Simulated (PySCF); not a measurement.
Species: C3H3BrGeO.
SMILES with atom numbers: `[O:1]=[CH:2][C:3]#[C:4][GeH2:5][Br:6]` (hydrogens: H7 on C2; H8, H9 on Ge5)

Method: PBE0-D3(BJ)/def2-SVP geometry optimisation, gas phase in PySCF.

What internal coordinates does the optimisation give?

```csv
bond,length (Å),order
O1=C2,1.204,double
C2–C3,1.450,single
C3≡C4,1.220,triple
C4–Ge5,1.898,single
Ge5–Br6,2.302,single
C2–H7,1.117,single
"Ge5–H8, Ge5–H9",1.530,single
```

Bonds in one row agree within 0.01 Å and their mean is given. Orders are formal, as drawn. A selection of angles:
```csv
angle,degrees
O1–C2–C3,123.9
O1–C2–H7,122.1
C3–C2–H7,114.1
C2–C3–C4,178.2
C3–C4–Ge5,179.4
C4–Ge5–Br6,107.3
C4–Ge5–H8,109.5
Br6–Ge5–H8,108.2
H8–Ge5–H9,113.9
```

The 6 heavy atoms lie in one plane (0.009 Å rms). Ge5 (germanium bonded to Br, C and 2 H) is distorted tetrahedral (angles from 107.3° to 113.9°). The 2 C–C bonds span 1.220 Å (C3≡C4, drawn triple) to 1.450 Å (C2–C3, drawn single), a spread of 0.230 Å.

Stationary, but not proved a minimum.
